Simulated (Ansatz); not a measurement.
C$_{3}$H$_{7}$GaO, SMILES `C=C(O)[CH2][GaH2]`, 12 atoms. Charge 0, multiplicity 1. Correlated methods include outer-core shells of Ga, which these sets cover unevenly. Scalar relativity is left out up to krypton. All runs use 4 threads of an Intel Xeon Platinum 8488C on a shared host. Correlated methods freeze the cores.

Problem. How many basis functions does each run have, and how long does it take in Ansatz? RKS ωB97X-V/def2-TZVPP energy; RHF-MP2/def2-QZVPP energy; RKS PBE0-D4/def2-TZVP frequencies; RHF-CCSD(T)/def2-SVP energy; RKS PBE0-D4/def2-SVP energy; RKS ωB97M-V/def2-QZVPP energy; RKS PBE0-D4/def2-QZVPP energy; RHF-CCSD(T)/def2-TZVPP energy; RKS PBE0-D4/def2-TZVPP energy; direct RPA on PBE orbitals/def2-TZVPP energy; RKS ωB97M-V/def2-SVP energy; RKS ωB97M-V/def2-TZVPP energy and forces. (Estimate.)

Solution. The calculation gave: Other jobs shared the machine, so times are rough.

| level | job | functions | wall time | peak host memory (GiB) |
| --- | --- | --- | --- | --- |
| RKS PBE0-D4/def2-SVP | energy | 123 | 1.1 s | 0.34 |
| RKS PBE0-D4/def2-TZVPP | energy | 270 | 2.5 s | 0.78 |
| RKS ωB97M-V/def2-SVP | energy | 123 | 3.5 s | 0.45 |
| direct RPA on PBE orbitals/def2-TZVPP | energy | 270 | 3.8 s | 0.74 |
| RHF-CCSD(T)/def2-SVP | energy | 123 | 6 s | 0.77 |
| RKS PBE0-D4/def2-QZVPP | energy | 527 | 6.5 s | 2.2 |
| RKS ωB97X-V/def2-TZVPP | energy | 270 | 7.5 s | 0.96 |
| RKS ωB97M-V/def2-TZVPP | energy and forces | 270 | 7.5 s | 1.1 |
| RKS ωB97M-V/def2-QZVPP | energy | 527 | 15 s | 2.7 |
| RHF-MP2/def2-QZVPP | energy | 527 | 21 s | 4 |
| RHF-CCSD(T)/def2-TZVPP | energy | 270 | 2.3 min | 7.3 |
| RKS PBE0-D4/def2-TZVP | frequencies | 214 | 2.5 min | 0.69 |
